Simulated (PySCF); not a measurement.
NICS in one family of compounds.

Probes without a nucleus sit at each ring's centroid and 1 Å off its mean plane on both sides; NICS is minus the shielding there, NICSzz its component along the normal. Level: GIAO PBE0/pcSseg-1 (PySCF, non-relativistic, gas phase) on the GFN2-xTB geometries, one conformer each. Atom numbers follow the mapped SMILES.

Question: Order these rings by mean NICS(1)zz, lowest (most negative) first (ppm).
A. ring C4–N5–C6–C7–O8 in `[CH3:1][CH2:2][CH2:3][c:4]1[n:5][cH:6][cH:7][o:8]1`
B. ring C2–C3–O4–C5–N9 in `[CH3:1][c:2]1[cH:3][o:4][c:5]([CH2:6][CH2:7][SiH3:8])[n:9]1`
C. ring C5–N6–C7–C8–O9 in `[CH3:1][SiH2:2][CH2:3][CH2:4][c:5]1[n:6][cH:7][cH:8][o:9]1`
D. ring C5–N6–C7–C8–O9 in `[SiH3:1][CH2:2][CH2:3][O:4][c:5]1[n:6][cH:7][cH:8][o:9]1`

Answer: C (-28.9), A (-27.1), B (-25.1), D (-22.5).

```
            SMILES                                                     ring  NICS(0)  NICS(1)  NICS(1)zz  HOMA  rms pucker (Å)  ring atoms with four or more neighbours
  C[SiH2]CCc1ncco1  5-membered ring with N and O; formal bonds all aromatic    -11.3    -10.4      -28.9  0.46            0.00                                        0
        CCCc1ncco1  5-membered ring with N and O; formal bonds all aromatic    -11.1    -10.2      -27.1  0.45            0.00                                        0
Cc1coc(CC[SiH3])n1  5-membered ring with N and O; formal bonds all aromatic    -10.7    -10.0      -25.1  0.44            0.00                                        0
  [SiH3]CCOc1ncco1  5-membered ring with N and O; formal bonds all aromatic    -10.8     -8.8      -22.5  0.38            0.00                                        0
```

NICS(0) gives another order. The isotropic NICS(1) gives the same order. Over the 4 rings with a HOMA value its correlation coefficient with NICS(1)zz is -0.91. HOMA uses Krygowski's 1993 parameters. NICS(1) and NICS(1)zz are means over the two faces.
